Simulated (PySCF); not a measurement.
# Electron correlation in Sn⁺ (tin, charge +1)

[Kr] 4d10 5s2 5p1, 2P determinant. Calculation: PySCF 2.14, in def2-SVP with the def2 core potential (28 electrons) (4s4p2d, 26 functions); scalar relativity through the core potential. Frozen: 4s2 4p6 4d10; 3 electrons correlated.

MP2 pair energies summed by pair of shells (mhartree):

```
 pair  energy  share (%)
5s-5s  -15.80       59.1
5s-5p  -10.93       40.9
```

Total MP2 correlation energy: -26.73 mhartree.

Same-spin part -1.83 and opposite-spin part -24.90 mhartree; SCS-MP2 scales them by 1/3 and 6/5 to -30.49 mhartree.

| level | correlation energy (mhartree) |
| --- | --- |
| CCSD | -39.84 |
| (T) | -0.37 |
| CCSD(T) | -40.21 |

Diagnostics: T1 = 0.0088, D1 = 0.0215, largest double amplitude 0.096.

Task: Is a single reference adequate?

Result: Mostly. T1 lies below 0.03, but a double amplitude of this size points to a near-degeneracy that CCSD handles and MP2 describes poorly.
